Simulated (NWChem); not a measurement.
System: CClF2 cation

Here is an NWChem input.

```
start job
memory heap 200 mb stack 900 mb global 1100 mb
charge 1
geometry units angstroms noautosym nocenter noautoz
  F     -0.000289     1.047459    -1.067724
  C      0.001959     0.381208     0.000000
  F     -0.000289     1.047459     1.067724
  Cl    -0.000047    -1.248074     0.000000
end
basis spherical
  * library def2-tzvp
end
dft
  xc xpbe96 cpbe96
  iterations 150
end
tddft
  cis
  ecut -98.0
  nroots 6
  notriplet
end
task tddft energy
```

Excerpt of the output:

```
             Northwest Computational Chemistry Package (NWChem) 7.3.0
             --------------------------------------------------------

                             Geometry "geometry" -> ""
                             -------------------------

 Output coordinates in angstroms (scale by  1.889725989 to convert to a.u.)

  No.       Tag          Charge          X              Y              Z
 ---- ---------------- ---------- -------------- -------------- --------------
    1 F                    9.0000    -0.00028900     1.04745900    -1.06772400
    2 C                    6.0000     0.00195900     0.38120800     0.00000000
    3 F                    9.0000    -0.00028900     1.04745900     1.06772400
    4 Cl                  17.0000    -0.00004700    -1.24807400     0.00000000

 Effective nuclear repulsion energy (a.u.)     162.5718680494

  pbe96 is a nonlocal functional; adding pw91lda local functional.

                                 NWChem DFT Module
                                 -----------------

 Summary of "ao basis" -> "ao basis" (spherical)
 ------------------------------------------------------------------------------
       Tag                 Description            Shells   Functions and Types
 ---------------- ------------------------------  ------  ---------------------
 F                         def2-tzvp                11       31   5s3p2d1f
 C                         def2-tzvp                11       31   5s3p2d1f
 Cl                        def2-tzvp                13       37   5s5p2d1f

            General Information
            -------------------
          SCF calculation type: DFT
          Wavefunction type:  closed shell.
          No. of atoms     :     4
          No. of electrons :    40
           Alpha electrons :    20
            Beta electrons :    20
          Charge           :     1
          Spin multiplicity:     1
          Use of symmetry is: off; symmetry adaption is: off
          Maximum number of iterations: 150
          AO basis - number of functions:   130
                     number of shells:    46
          Convergence on energy requested:  1.00D-06
          Convergence on density requested:  1.00D-05
          Convergence on gradient requested:  5.00D-04

              XC Information
              --------------
          PerdewBurkeErnzerhof Exchange Functional  1.000
            Perdew 1991 LDA Correlation Functional  1.000 local
           PerdewBurkeErnz. Correlation Functional  1.000 non-local

[...]

                                NWChem TDDFT Module
                                -------------------

            General Information
            -------------------
           No. of orbitals :     260
            Alpha orbitals :     130
             Beta orbitals :     130
        Alpha frozen cores :       0
         Beta frozen cores :       0
     Alpha frozen virtuals :       0
      Beta frozen virtuals :       0
         Spin multiplicity :       1
    Number of AO functions :     130
        Use of symmetry is : off
      Symmetry adaption is : off
         Schwarz screening :  0.10D-07

              XC Information
              --------------
   PerdewBurkeErnzerhof Exchange Functional   1.00
     Perdew 1991 LDA Correlation Functional   1.00 local
    PerdewBurkeErnz. Correlation Functional   1.00 non-local

             TDDFT Information
             -----------------
          Calculation type : Tamm-Dancoff TDDFT
         Wavefunction type : Restricted singlets
          No. of electrons :      40
           Alpha electrons :      20
            Beta electrons :      20
              No. of roots :       6
          Max subspacesize :    5200
            Max iterations :     100
               Target root :       1
           Target symmetry : none
             Energy Cutoff :-0.98D+02
      Symmetry restriction : off
                 Algorithm : Optimal
        Davidson threshold :  0.10D-03

    6 smallest eigenvalue differences (eV)
--------------------------------------------------------
  No. Spin  Occ  Vir  Irrep   E(Occ)    E(Vir)   E(Diff)
--------------------------------------------------------
    1    1    1   21 a      -101.007    -0.417  2737.190
    2    1    1   22 a      -101.007    -0.296  2740.483
    3    1    1   23 a      -101.007    -0.193  2743.281
    4    1    1   24 a      -101.007    -0.165  2744.048
    5    1    1   25 a      -101.007    -0.078  2746.410
    6    1    1   26 a      -101.007    -0.048  2747.232
--------------------------------------------------------

  Entering Davidson iterations
  Restricted singlet excited states

  Iter   NTrls   NConv    DeltaV     DeltaE      Time
  ----  ------  ------  ---------  ---------  ---------
    1      6       0     0.62E-01   0.10+100       14.0
    2     12       3     0.83E-03   0.49E-03       13.8
    3     15       6     0.27E-04   0.16E-07       12.5
  ----  ------  ------  ---------  ---------  ---------
  Convergence criterion met

  Ground state a        -697.322363294315 a.u.

  ----------------------------------------------------------------------------
  Root   1 singlet a            100.592650320 a.u.             2737.2665 eV
  ----------------------------------------------------------------------------
     Transition Moments    X  0.00542   Y  0.00003   Z -0.00000
     Dipole Oscillator Strength                    0.0019732548
     Electric Quadrupole                           0.0008788040
     Magnetic Dipole                               0.0015246957
     Total Oscillator Strength                     0.0043767545

[...]
```

Level: PBE/def2-TZVP, restricted-window TDA. All runs use the structure optimised with B3LYP/6-31G* (spherical d). The quadrupole and magnetic terms of the printed total strengths depend on the origin.
